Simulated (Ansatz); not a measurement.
Cost and result for the atomization energy of `[AlH2][SiH2][CH2][SnH3]` (13 atoms, 12 bonds).

```tsv
atom	x (Å)	y (Å)	z (Å)
Al1	-0.447	-1.747	-0.932
Si2	-1.057	0.638	-1.015
C3	0.423	1.402	-0.093
Sn4	0.847	0.052	1.500
H5	0.995	-2.059	-1.546
H6	-1.447	-2.935	-0.591
H7	-1.239	1.311	-2.336
H8	-2.267	0.971	-0.202
H9	0.243	2.405	0.296
H10	1.308	1.426	-0.733
H11	-0.049	0.311	2.924
H12	0.204	-1.496	0.896
H13	2.484	-0.278	1.833
```

The species carries charge 0 and has multiplicity 1. Correlated methods include outer-core shells of Sn, which these sets cover unevenly. Sn: def2 effective core potential. The structure was optimised at the PBE0-D4/def2-TZVP level. It is one conformer, not always the lowest. Program: Ansatz. All runs use 4 threads of an Intel Xeon on a shared host. Times are those of one run each, without the atoms' runs, and a repeat can differ threefold. Electronic energies, without spin–orbit coupling; frozen cores. CCSD(T)/CBS adds CCSD(T) − MP2 in def2-TZVPP to the MP2 limit, and its time is that of the two runs behind it. T1 = 0.013. With those shells the extrapolation isn't a true limit. B3LYP takes the VWN-RPA correlation (the form of Gaussian; ORCA's B3LYP/G).

CCSD(T)/CBS is a level of theory with its own doubt, some kJ/mol a heavy atom from the limit and from the frozen cores, so smaller differences don't rank the functionals.

```
                             level  functions  wall time  atomization (kcal/mol)  difference from CCSD(T)/CBS  per bond
   PBE-D4/def2-TZVPP (with forces)        291      2.9 s                   870.0                        -13.3      -1.1
                PBE0-D4/def2-TZVPP        291      3.5 s                   868.7                        -14.6      -1.2
r2SCAN-D4/def2-TZVPP (with forces)        291      4.6 s                   877.7                         -5.6      -0.5
 B3LYP-D4/def2-TZVPP (with forces)        291        6 s                   873.7                         -9.6      -0.8
                 B2PLYP/def2-TZVPP        291        7 s                   860.4                        -22.9      -1.9
                ωB97X-V/def2-TZVPP        291        9 s                   885.8                          2.5       0.2
  ωB97M-V/def2-TZVPP (with forces)        291       13 s                   877.1                         -6.2      -0.5
                    MP2/def2-QZVPP        549       24 s                   862.1                        -21.2      -1.8
                CCSD(T)/def2-TZVPP        291    2.7 min                   862.3                        -21.0      -1.8
                 CCSD(T)/CBS(def2)          –    3.1 min                   883.3                          0.0       0.0
```

The D4 term adds +12.9 kcal/mol with B3LYP and +6.8 kcal/mol with PBE0; it sums over pairs of atoms, weighted by their polarisabilities, and B3LYP, whose exchange is more repulsive, gets the larger term. In def2-TZVPP, CCSD(T) changes the Hartree–Fock value by +208.3 kcal/mol (the triples alone add +9.6 kcal/mol) and MP2 by +195.6 kcal/mol; breaking electron pairs costs correlation energy, which Hartree–Fock lacks.

Spin–orbit coupling would lower the free Sn atoms strongly, and the atomization energy with them, by more than many differences here. For some Ge, Se and Sn compounds the MP2-based and the directly extrapolated limit differ by 10 to 25 kJ/mol.
